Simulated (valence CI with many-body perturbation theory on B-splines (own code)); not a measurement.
**E1 transitions of Pb⁷⁵⁺**

Computed by relativistic CI+MBPT: five valence electrons over a frozen Dirac-Fock core [He], radial functions for each j: 11 s, 11 p, 10 d, 8 f, 5 g, 2 h, with the one-electron correlation potential Σ1 (screened to all orders), the two-electron term Σ2, the three-electron term Σ3, Breit, model QED; selected single and double excitations, second order for the rest, scaled by the run's own slope (own B-spline code, finite nucleus).

The last digits are not significant, and no measured levels were compared; by estimate large intervals hold to a few tenths of a per cent, small ones and those within an open d or f shell to about a per cent. Among the levels kept, up to 7700 cm⁻¹ of a level comes from second order outside the variational space, and about a tenth of that is noise between levels of different J, which matters for small intervals.

Lines 101 to 150 of 600 in falling wavelength, among levels below 138160 × 10³ cm⁻¹, chosen from the strongest by gf and those to the six lowest levels. Wavelengths and rates use the calculated energies. Electric multipoles are in the length gauge with retardation, E1 and E2 with the static RPA response of the core. Weak lines are less certain than strong ones. Lines between different terms over intervals too small for the method are left out, as are lines whose strength nearly cancels. The highest levels of a list are the least certain.

Levels are named by their leading jj configuration (3d3/2^4 stands for four electrons in 3d with j = 3/2), which in mixed levels can hold well under half, so a name can repeat and another be missing. Letters in brackets count levels of one name in rising energy.

```
λ vac (nm)                               Upper                               Lower   A (s⁻¹)  log gf  Branch %
     1.581  (2s 2p1/2 2p3/2^2 3d3/2) J=1/2 [b]  (2s 2p1/2 2p3/2^2 3p1/2) J=1/2 [b]  1.92e+12   -0.84       0.4
     1.581          (2s^2 2p3/2^2 3d5/2) J=7/2     (2s 2p1/2 2p3/2^2 3s) J=5/2 [a]  1.04e+12   -0.51       3.9
     1.580      (2s 2p1/2^2 2p3/2 3d3/2) J=7/2      (2s 2p1/2^2 2p3/2 3p1/2) J=5/2  2.66e+12   -0.10       3.9
     1.578  (2s 2p1/2 2p3/2^2 3d3/2) J=5/2 [c]  (2s 2p1/2 2p3/2^2 3p1/2) J=3/2 [b]  2.06e+12   -0.33       0.6
     1.577  (2s 2p1/2 2p3/2^2 3p3/2) J=1/2 [b]     (2s 2p1/2 2p3/2^2 3s) J=1/2 [b]  1.54e+12   -0.94       2.2
     1.577       (2p1/2^2 2p3/2^2 3p3/2) J=7/2          (2p1/2^2 2p3/2^2 3s) J=5/2  3.77e+12    0.05       0.6
     1.577  (2s 2p1/2 2p3/2^2 3p3/2) J=3/2 [d]     (2s 2p1/2 2p3/2^2 3s) J=3/2 [d]  9.17e+11   -0.86       0.3
     1.577  (2s^2 2p1/2 2p3/2 3p3/2) J=1/2 [a]         (2s^2 2p1/2 2p3/2 3s) J=1/2  2.63e+12   -0.71      26.4
     1.577  (2s 2p1/2 2p3/2^2 3p3/2) J=5/2 [d]     (2s 2p1/2 2p3/2^2 3s) J=5/2 [c]  8.80e+11   -0.71       0.7
     1.576       (2p1/2^2 2p3/2^2 3p3/2) J=5/2          (2p1/2^2 2p3/2^2 3s) J=5/2  1.96e+12   -0.36       0.3
     1.576  (2s 2p1/2 2p3/2^2 3d3/2) J=3/2 [a]  (2s 2p1/2 2p3/2^2 3p1/2) J=3/2 [a]  2.20e+12   -0.48       0.7
     1.576      (2s 2p1/2 2p3/2^2 3d3/2) J=9/2      (2s 2p1/2 2p3/2^2 3p1/2) J=7/2  2.69e+12    0.00      11.9
     1.576  (2s 2p1/2 2p3/2^2 3d3/2) J=7/2 [a]  (2s 2p1/2 2p3/2^2 3p1/2) J=5/2 [a]  2.50e+12   -0.13       0.3
     1.575      (2s^2 2p1/2 2p3/2 3d3/2) J=7/2      (2s^2 2p1/2 2p3/2 3p1/2) J=5/2  2.71e+12   -0.09       3.7
     1.575  (2s 2p1/2 2p3/2^2 3d3/2) J=3/2 [d]  (2s 2p1/2 2p3/2^2 3p1/2) J=3/2 [b]  1.13e+12   -0.77       0.2
     1.575          (2s^2 2p3/2^2 3d3/2) J=1/2          (2s^2 2p3/2^2 3p1/2) J=3/2  2.73e+12   -0.69       0.1
     1.574  (2s 2p1/2 2p3/2^2 3d3/2) J=1/2 [a]  (2s 2p1/2 2p3/2^2 3p1/2) J=3/2 [a]  2.81e+12   -0.68       0.5
     1.574  (2s 2p1/2 2p3/2^2 3p3/2) J=3/2 [b]     (2s 2p1/2 2p3/2^2 3s) J=5/2 [b]  2.97e+12   -0.35       0.5
     1.573  (2s 2p1/2^2 2p3/2 3d3/2) J=1/2 [a]  (2s 2p1/2^2 2p3/2 3p1/2) J=3/2 [a]  2.84e+12   -0.68       1.2
     1.572  (2s^2 2p1/2 2p3/2 3d3/2) J=3/2 [a]      (2s^2 2p1/2 2p3/2 3p1/2) J=1/2  1.52e+12   -0.65       0.2
     1.571  (2s 2p1/2 2p3/2^2 3d3/2) J=5/2 [d]  (2s 2p1/2 2p3/2^2 3p1/2) J=3/2 [c]  2.39e+12   -0.28       1.1
     1.570  (2s 2p1/2 2p3/2^2 3d5/2) J=7/2 [a]  (2s 2p1/2 2p3/2^2 3p1/2) J=5/2 [c]  4.47e+11   -0.88       0.5
     1.570      (2s^2 2p1/2 2p3/2 3p3/2) J=7/2         (2s^2 2p1/2 2p3/2 3s) J=5/2  4.04e+12    0.08      45.7
     1.569  (2s 2p1/2 2p3/2^2 3d3/2) J=3/2 [d]  (2s 2p1/2 2p3/2^2 3p1/2) J=1/2 [b]  1.19e+12   -0.75       0.2
     1.568          (2s^2 2p3/2^2 3p3/2) J=7/2             (2s^2 2p3/2^2 3s) J=5/2  4.14e+12    0.09      28.9
     1.568          (2s^2 2p3/2^2 3p3/2) J=5/2             (2s^2 2p3/2^2 3s) J=5/2  2.17e+12   -0.32      13.6
     1.567  (2s 2p1/2 2p3/2^2 3d3/2) J=5/2 [a]  (2s 2p1/2 2p3/2^2 3p1/2) J=3/2 [a]  1.24e+12   -0.56       0.2
     1.566  (2s^2 2p1/2 2p3/2 3p3/2) J=3/2 [a]         (2s^2 2p1/2 2p3/2 3s) J=1/2  1.18e+12   -0.76      12.8
     1.564  (2s 2p1/2 2p3/2^2 3p3/2) J=3/2 [d]     (2s 2p1/2 2p3/2^2 3s) J=3/2 [b]  7.85e+11   -0.94       0.3
     1.563  (2s^2 2p1/2 2p3/2 3p3/2) J=5/2 [a]     (2s^2 2p1/2 2p3/2 3s) J=3/2 [a]  4.08e+12   -0.05      51.5
     1.562  (2s 2p1/2^2 2p3/2 3d3/2) J=1/2 [b]      (2s 2p1/2^2 2p3/2 3p1/2) J=1/2  2.44e+12   -0.75       0.5
     1.560  (2s 2p1/2 2p3/2^2 3p3/2) J=7/2 [a]     (2s 2p1/2 2p3/2^2 3s) J=5/2 [a]  3.05e+12   -0.05       9.5
     1.559      (2s 2p1/2 2p3/2^2 3p3/2) J=9/2         (2s 2p1/2 2p3/2^2 3s) J=7/2  3.81e+12    0.14      25.7
     1.559  (2s 2p1/2 2p3/2^2 3p3/2) J=5/2 [d]     (2s 2p1/2 2p3/2^2 3s) J=3/2 [c]  2.83e+12   -0.21       2.4
     1.559  (2s 2p1/2^2 2p3/2 3p3/2) J=5/2 [a]     (2s 2p1/2^2 2p3/2 3s) J=3/2 [a]  1.67e+12   -0.44       0.4
     1.559  (2s 2p1/2 2p3/2^2 3p3/2) J=3/2 [d]     (2s 2p1/2 2p3/2^2 3s) J=1/2 [b]  1.73e+12   -0.60       0.6
     1.557  (2s^2 2p1/2 2p3/2 3d3/2) J=1/2 [a]      (2s^2 2p1/2 2p3/2 3p1/2) J=1/2  2.48e+12   -0.74       0.6
     1.556          (2s^2 2p3/2^2 3d5/2) J=3/2     (2s 2p1/2 2p3/2^2 3s) J=3/2 [a]  6.81e+11   -1.00       0.0
     1.556  (2s 2p1/2 2p3/2^2 3p3/2) J=3/2 [c]     (2s 2p1/2 2p3/2^2 3s) J=1/2 [a]  3.82e+12   -0.26       1.3
     1.555  (2s 2p1/2 2p3/2^2 3p3/2) J=5/2 [a]     (2s 2p1/2 2p3/2^2 3s) J=5/2 [a]  2.23e+12   -0.31       0.6
     1.555  (2s 2p1/2 2p3/2^2 3p3/2) J=7/2 [b]         (2s 2p1/2 2p3/2^2 3s) J=7/2  2.33e+12   -0.17       0.9
     1.555      (2s 2p1/2^2 2p3/2 3p3/2) J=7/2         (2s 2p1/2^2 2p3/2 3s) J=5/2  3.89e+12    0.05       9.5
     1.552  (2s 2p1/2 2p3/2^2 3d3/2) J=7/2 [b]      (2s 2p1/2 2p3/2^2 3p1/2) J=7/2  1.54e+12   -0.35       0.1
     1.551  (2s 2p1/2 2p3/2^2 3p3/2) J=5/2 [e]     (2s 2p1/2 2p3/2^2 3s) J=5/2 [c]  7.38e+11   -0.80       0.7
     1.549  (2s 2p1/2^2 2p3/2 3p3/2) J=1/2 [a]     (2s 2p1/2^2 2p3/2 3s) J=3/2 [a]  3.54e+12   -0.59       0.5
     1.548  (2s 2p1/2 2p3/2^2 3p3/2) J=3/2 [e]     (2s 2p1/2 2p3/2^2 3s) J=3/2 [d]  1.12e+12   -0.79       0.3
     1.544      (2s^2 2p3/2^2 3p3/2) J=3/2 [b]             (2s^2 2p3/2^2 3s) J=1/2  3.75e+12   -0.27      24.1
     1.542  (2s^2 2p1/2 2p3/2 3d3/2) J=5/2 [b]      (2s^2 2p1/2 2p3/2 3p1/2) J=5/2  1.01e+12   -0.67       0.0
     1.542  (2s 2p1/2 2p3/2^2 3d3/2) J=5/2 [b]      (2s 2p1/2 2p3/2^2 3p1/2) J=7/2  7.42e+11   -0.80       0.0
     1.541  (2s 2p1/2 2p3/2^2 3d3/2) J=3/2 [e]  (2s 2p1/2 2p3/2^2 3p1/2) J=3/2 [c]  8.69e+11   -0.91       0.0
```
